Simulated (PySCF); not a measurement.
## Does the structure fit the spectrum?

A compound C$_{8}$H$_{7}$FO gives the data below (simulated from a calculation) and was assigned the structure `C#C[C@H]1CO/C(=C/F)C1=C`.

¹³C{¹H} NMR (computed): δ 167.9 (C), 159.8 (C), 149.5 (C), 110.6 (C), 104.9 (CH), 103.7 (CH), 38.0 (CH), 25.3 (CH3).

¹H NMR (600 MHz, computed): δ 6.94 (s, 1H), 6.04 (m, 1H), 4.61 (br s, 1H), 4.09 (m, 1H), 1.60 (d, 3H).

[PySCF 2.14: shieldings: GIAO PBE0/pcSseg-1; GFN2-xTB geometry; gas phase; single conformer; averaged over atoms made equivalent by symmetry, fast rotation or ring inversion; relativity neglected]

References, each an isolated molecule treated in the same way: TMS for ¹H, ¹³C.

**Question.** Compare with the shifts computed for the proposed structure, pairing carbons in order of shift.

**Answer.** Numbering as in the mapped SMILES `[CH:1]#[C:2][C@H:3]1[CH2:4][O:5]/[C:6](=[CH:7]/[F:8])[C:9]1=[CH2:10]`. Each H is labelled by its parent atom.

```tsv
atom	computed for proposal	given list	difference
C6	153.8	167.9	-14.1
C7	147.3	159.8	-12.5
C9	147.2	149.5	-2.3
C10	122.2	110.6	+11.6
C2	87.0	104.9	-17.9
C1	78.7	103.7	-25.0
C4	78.3	38.0	+40.3
C3	38.2	25.3	+12.9
```

The rms difference is 20.1 ppm and the largest +40.3 ppm at C4 (sp3 CH2 bonded to O). The carbon types in order of shift don't match either: C, CH, C, CH2, C, CH, CH2, CH for the proposal against C, C, C, C, CH, CH, CH, CH3 in the data. The proposal doesn't fit.

**Question.** Which isomer fits?

**Answer.** `C[C@H]1c2cc(O)cc(F)c21`.

- Carbon types of the structure: 4 × C, 3 × CH, 1 × CH3, leaving 1 H on heteroatoms.
- δC 167.9: aromatic carbon bearing oxygen; the electronegative substituent deshields the carbon that carries it.
- δC 159.8: aromatic carbon bearing fluorine; an ipso carbon deshielded by its heteroatom.
- δC 149.5, 110.6: substituted aromatic carbon.
- δC 104.9, 103.7: aromatic CH; resonance donation from the substituent shields this position.

Other isomers checked: O=C[C@@]12C=C[C@@H](C1)C(F)=C2 (rms 30.1 ppm); CC(=O)c1cccc(F)c1 (rms 35.4 ppm).

The shifts were computed for this structure.

OH/NH shifts are gas-phase values; hydrogen bonding in solution moves them, usually downfield. Splittings by ¹⁹F in the carbon and heteronuclear signals aren't shown, as no couplings were computed. Shifts are as computed. Against solution values, carbons near 30 ppm lie about +3 ppm off and those near 130 ppm about +5 ppm. Of 1211 compounds with measured shifts, 218 miss one by over three times the rms of a fit or turn the order of signals round; such compounds aren't used in these exercises. Multiplicities follow the n + 1 count of equivalent neighbours, as no J values were calculated; m marks all less simple cases, F and P coupling included.
